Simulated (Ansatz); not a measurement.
Reaction (redistribution): `[NH]=[Nb]([NH2])([NH2])[F]` + `OB(O)F` → `[NH]=[Nb]([NH2])([OH])[F]` + `NB(O)F`

Computed with Ansatz on PBE0-D4/def2-TZVP structures; ΔE is electronic, products minus reactants. CCSD(T)/CBS adds triple-zeta CCSD(T) − MP2 to the extrapolated MP2 energy (def2 sets, frozen cores). Functionals use def2-TZVPP. B3LYP here is the variant with VWN-RPA as its local correlation; programs differ in this. Elements past krypton have def2 core potentials. For Nb outer-core shells are correlated without core-valence functions, which leaves a few kJ/mol of doubt a bond. One conformer a species, not always the lowest.

| level | ΔE (kJ/mol) | difference from CCSD(T)/CBS |
| --- | --- | --- |
| BLYP-D4 | -23.0 | -4.3 |
| r2SCANh-D4 | -22.8 | -4.1 |
| CAM-B3LYP-D4 | -24.8 | -6.1 |
| r2SCAN | -23.8 | -5.1 |
| B3LYP | -24.0 | -5.3 |
| BHLYP | -23.5 | -4.8 |
| CCSD/def2-SVP | -13.5 | 5.2 |
| CCSD(T)/def2-SVP | -12.5 | 6.2 |
| CCSD/def2-TZVPP | -18.2 | 0.5 |
| HF/def2-QZVPP | -21.9 | -3.2 |
| CCSD(T)/CBS | -18.7 | 0 |

Largest T1 diagnostic among the species: 0.020, so the coupled-cluster value is less sure than usual.

Leaving LDA and LC-ωPBE aside and taking each functional with its dispersion term where it has one, the values, not all of them listed here, spread over 4.3 kJ/mol, from ωB97X-V to PBE-QIDH. At CCSD(T), def2-SVP lies +6.2 kJ/mol from the extrapolated value and def2-TZVPP +1.3 kJ/mol.
